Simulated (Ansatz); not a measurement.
Task: Name a neutral molecule of C, N, O, Si and H with HOMO energy (PBE/def2-TZVPP) between -5.80 and -5.50 eV and LUMO energy (ωB97M-V/def2-TZVPP) between 1.60 and 1.90 eV (Ansatz, PBE0-D4/def2-TZVP geometry).

Result: `CC(O)N[SiH3]` (-5.75 eV, 1.86 eV); `NC(=O)[SiH3]` (-5.66 eV, 1.80 eV); `N[SiH2]CO` (-5.79 eV, 1.75 eV); `OC1=N[SiH2]N1` (-5.79 eV, 1.62 eV); `N=C(N)O[SiH3]` (-5.79 eV, 1.65 eV); `OC1=N[SiH]1O` (-5.68 eV, 1.81 eV). Other molecules can fit too; these were computed, each in one conformer that needn't be the lowest.
